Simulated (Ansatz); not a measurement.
Total energies of `c1ccc2cc3ccccc4cc(c1)c2c43` from Ansatz at PBE-D4/def2-SVP, gas phase (1 Eh = 27.2114 eV = 2625.5 kJ/mol). The reference geometry is relaxed at PBE-D4/def2-SVP.

| state | geometry | energy (Eh) |
| --- | --- | --- |
| charge 0 singlet | reference | -614.49834 |
| charge 1 doublet | reference | -614.24462 |
| charge -1 doublet | reference | -614.52788 |
| free C atom (triplet) | – | -37.75124 |
| free H atom (doublet) | – | -0.49863 |

Work out the vertical ionisation energy to the doublet.

E(charge 1 doublet) − E(charge 0 singlet) = -614.24462 − (-614.49834) = 0.25372 Eh = 6.90 eV. For comparison, −ε of the highest occupied level is 4.58 eV at this level, 2.32 eV less.

Work out the vertical electron affinity, to the doublet.

E(charge 0 singlet) − E(charge -1 doublet) = -614.49834 − (-614.52788) = 0.02954 Eh = 0.80 eV. The basis lacks diffuse functions, which makes affinities too small.

Give the fundamental gap IE − EA, the Mulliken electronegativity (IE + EA)/2 and the hardness (IE − EA)/2.

From the values in Eh: IE − EA = 0.25372 − 0.02954 = 0.22418 Eh = 6.10 eV; (IE + EA)/2 = 3.85 eV; (IE − EA)/2 = 3.05 eV. The HOMO–LUMO gap of the same run is 1.81 eV, 4.29 eV smaller than the fundamental gap.

What is the binding energy per atom against free atoms?

Atoms: 16 × (-37.75124) + 10 × (-0.49863) = -609.00614 Eh. Binding: -609.00614 − (-614.49834) = 5.49220 Eh = 149.45 eV, or 5.75 eV for each of 26 atoms (no zero-point energy, no counterpoise term).

At PBE-D4/def2-SVP the highest occupied level of the charge -1 doublet lies above zero (up to 1.27 eV). By energy differences its removal costs 0.80 eV (vertical, to the charge 0 singlet, at PBE-D4/def2-SVP); self-interaction error and the lack of diffuse functions both raise the level.
